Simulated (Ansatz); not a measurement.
# What a proton shuttle does

Si₂H₆ ([SiH3][SiH3]) + NH₃ → Si₂NH₇ ([NH2][SiH2][SiH3]) + H₂ (links in brackets), a four-centre ligand exchange, has a barrier of 1.914 eV above its start structure and a step energy of -0.124 eV. One NH₃ is now added to the ring of the saddle, taking the hydrogen and handing on one of its own. Gas-phase electronic energies, without zero-point energy, by CCSD(T) at an estimated basis limit (MP2 extrapolated from triple and quadruple zeta, plus CCSD(T) − MP2 in triple zeta); Ansatz 0.2.0, def2-TZVPP and QZVPP, frozen cores, on PBE0-D4/def2-TZVP structures. Extrapolation: Hartree–Fock as exp(−7.88 √X), correlation as X^−2.97. Each barrier counts from its own start structure, which holds all the molecules, is reached by relaxing down from the saddle and may not be the deepest complex; no counterpoise correction.

Question: What are the barrier and the step energy with the shuttle? (An estimate is asked for; the value comes from the calculation.)

Answer: Computed: Barrier 2.077 eV, 0.163 eV higher than without; step energy 0.011 eV, both from the start structure. Counted from all the molecules apart, the saddle lies at 1.735 eV with the shuttle and at 1.848 eV without; the start well goes from -0.066 to -0.342 eV. At the saddle the angle at each passing proton is N–H···H 136° without the shuttle, against N–H···N 168° and N–H···H 158° with it. Bringing in the extra molecule costs entropy, which these electronic energies leave out.

No T1 diagnostic of these runs exceeds 0.013.

For scale, one of the runs: CCSD(T)/def2-TZVPP, 314 basis functions, launched by `ansatz run in.yaml --threads 8 --pin off --events-out ev --progress --plain --max-ram 19148MiB`. Time: 2 min of wall clock on 8 CPU threads of an AMD EPYC 7R43; the host was shared. Peak host memory: 12 GiB.
